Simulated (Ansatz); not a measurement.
A run for Ansatz (a program for electronic structure): U-PBE/def2-TZVPP on ClHPb (SMILES [Cl][PbH]), a point of a bond scan (R = 4.986 Å). Elements past Kr take the def2 small-core potentials; no spin–orbit coupling.

Ansatz 0.2 input:
```yaml
crystal:
  periodic: [false, false, false]
  atoms:
    - {symbol: Pb, position_ang: [-0.21816163, -0.21253453, 0.29359630]}
    - {symbol: H, position_ang: [-1.37766248, -0.88691623, -0.99885930]}
    - {symbol: Cl, position_ang: [2.48485769, 2.36721069, -3.00842424]}
basis:
  gaussian:
    orbitals: def2-TZVPP
hamiltonian:
  xc: {name: PBE}
magnetization: {spin_polarized: true, initial_magnetization: 0}
```

### Question
What total energy does the run end on?

### Answer
-653.4527 hartree. Its determinant has ⟨S²⟩ = 0.42, a mixture of spin states.

### Question
How many basis functions does it have, and what does it roughly cost on one machine?

### Answer
106 functions; about 29 core-seconds (a rough figure).
